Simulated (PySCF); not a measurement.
A mixed set of molecules.

All values: PBE0/def2-SVPD (PySCF) at GFN2-xTB geometries, gas phase, one conformer each. Core orbitals are frozen in the response; Δα² is half the sum of the squared differences of the principal polarisabilities.

Problem. Rank by HOMO energy, highest first.
A. `FC(/C=C\CC#C)F`
B. `O[Si@H]([SiH2]C#C)O[SiH3]`
C. `CCCPCC`
D. `C(=O)(C)c1nnnc(Cl)c1`
E. `OC[C@@H]1CC=NC1`
F. `C=CC(=O)N(C)C`

Solution. C (-6.71 eV), F (-6.98 eV), E (-7.35 eV), D (-7.66 eV), B (-7.78 eV), A (-8.02 eV).

Problem. Rank by HOMO–LUMO gap, highest first.
A. `FC(F)=C(F)Cl` (C2ClF3)
B. `OC[C@@H]1CC=NC1` (C5H9NO)
C. `F[C@H]1C=C[C@H](F)C=C1` (C6H6F2)
D. `CCCPCC` (C5H13P)
E. `CO` (CH4O)
F. `CC(=O)C1=NN=NC(Cl)=C1` (C5H4ClN3O)

Solution. E (8.58 eV), A (7.65 eV), B (7.40 eV), D (7.23 eV), C (7.01 eV), F (4.48 eV).

All values together:

```csv
SMILES,formula,μ (D),HOMO (eV),LUMO (eV),α (Å³),Δα (Å³),electrons,α per electron (Å³)
CC(=O)c1cc(Cl)nnn1,C5H4ClN3O,1.70,-7.66,-3.17,14.04,9.55,80,0.176
F[C@H]1C=C[C@H](F)C=C1,C6H6F2,0.80,-8.06,-1.05,10.03,4.55,60,0.167
C#C[SiH2][Si@@H](O)O[SiH3],C2H8O2Si3,1.16,-7.78,-0.56,15.66,4.14,78,0.201
CO,CH4O,1.67,-7.99,0.59,3.06,0.43,18,0.170
C=CC(=O)N(C)C,C5H9NO,3.77,-6.98,-0.95,11.02,5.85,54,0.204
CCCPCC,C5H13P,1.30,-6.71,0.52,13.38,5.44,58,0.231
FC(F)=C(F)Cl,C2ClF3,0.45,-7.75,-0.09,6.22,3.43,56,0.111
OC[C@@H]1CC=NC1,C5H9NO,2.32,-7.35,0.05,9.99,2.37,54,0.185
CNC(=O)C1CC1,C5H9NO,3.65,-7.35,0.53,10.42,4.28,54,0.193
C#C[SiH2]O[SiH2][SiH2]O,C2H8O2Si3,1.25,-7.95,-1.03,15.69,4.77,78,0.201
C#CC/C=C\C(F)F,C6H6F2,2.01,-8.02,-0.73,10.65,6.13,60,0.177
```

Conformers: `[CH3:1][C:2](=[O:3])[c:4]1[cH:5][c:6]([Cl:7])[n:8][n:9][n:10]1` with C1–C2–C4–C5 180°; `[F:1][C@H:2]1[CH:3]=[CH:4][C@H:5]([F:6])[CH:7]=[CH:8]1` with F1–C2–C3–C4 103°, C3–C4–C5–F6 142°, C4–C5–C7–C8 -19°, F1–C2–C8–C7 -103°; `[CH:1]#[C:2][SiH2:3][Si@@H:4]([OH:5])[O:6][SiH3:7]` with C2–Si3–Si4–O5 -168°, Si3–Si4–O5–H 165°, Si3–Si4–O6–Si7 34°; `[CH2:1]=[CH:2][C:3](=[O:4])[N:5]([CH3:6])[CH3:7]` with C1–C2–C3–O4 28°, C2–C3–N5–C6 4°; `[CH3:1][CH2:2][CH2:3][PH:4][CH2:5][CH3:6]` with C1–C2–C3–P4 180°, C2–C3–P4–C5 167°, C3–P4–C5–C6 -167°; `[OH:1][CH2:2][C@@H:3]1[CH2:4][CH:5]=[N:6][CH2:7]1` with H–O1–C2–C3 -59°, O1–C2–C3–C4 -59°, C2–C3–C4–C5 -108°, C3–C4–C5–N6 -8°, C5–N6–C7–C3 7°, C2–C3–C7–N6 107°; `[CH3:1][NH:2][C:3](=[O:4])[CH:5]1[CH2:6][CH2:7]1` with C1–N2–C3–O4 0°, N2–C3–C5–C6 -146°; `[CH:1]#[C:2][SiH2:3][O:4][SiH2:5][SiH2:6][OH:7]` with C2–Si3–O4–Si5 62°, Si3–O4–Si5–Si6 68°, O4–Si5–Si6–O7 -179°, Si5–Si6–O7–H 180°; `[CH:1]#[C:2][CH2:3]/[CH:4]=[CH:5]\[CH:6]([F:7])[F:8]` with C2–C3–C4–C5 -132°, C4–C5–C6–F7 -178°.

Problem. How closely does the mean polarisability follow the number of electrons in this set?

Solution. The correlation coefficient is 0.89; α per electron runs from 0.111 to 0.231 Å³.
